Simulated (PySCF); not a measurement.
# From MP2 to CCSD(T): MCl along the alkaline earths

MP2 and CCSD(T) in PySCF with def2-SVP on every atom (core potentials on Sr), for the lowest determinant that a PBE0 search found; no spin–orbit coupling.

```tsv
molecule	state (unpaired electrons)	MP2 Re (Å)	MP2 ωe (cm⁻¹)	MP2 De (eV)	CCSD(T) Re (Å)	CCSD(T) ωe (cm⁻¹)	CCSD(T) De (eV)
BeCl	doublet (σ ↑)	1.844	821	3.90	1.848	811	3.28
MgCl	doublet (σ ↑)	2.233	478	3.34	2.236	475	2.97
CaCl	doublet (σ ↑)	2.471	372	3.85	?	?	?
SrCl	doublet (σ ↑)	2.619	315	3.97	2.622	314	3.75
```

**Question.** Estimate the CCSD(T) values of CaCl by adding the mean shift from MP2 to CCSD(T) of the other rows, and compare with the calculation.

**Answer.** The mean shifts are +0.3 pm, -5 cm⁻¹ and -0.40 eV, which give 2.474 Å, 367 cm⁻¹ and 3.45 eV. CCSD(T)/def2-SVP gives Re = 2.475 Å, ωe = 370 cm⁻¹, De = 3.62 eV.

**Question.** What are the mean differences of MP2 from CCSD(T) over the whole series?

**Answer.** Re -0.3 pm, ωe +4 cm⁻¹, De +0.36 eV.

In a basis of this size CCSD(T) is itself not converged; it tends to give bonds that are too long and too weak.

Correlated steps freeze the inner cores (5 to 10 orbitals); shallow outer-core shells are correlated. Correlated levels converge slowly with the basis: in double zeta they bind strong bonds too weakly, by up to about 1 eV, and carry superposition errors of some tenths. Spin–orbit coupling is left out. States were picked by a PBE0 search and need not be the measured ground states.
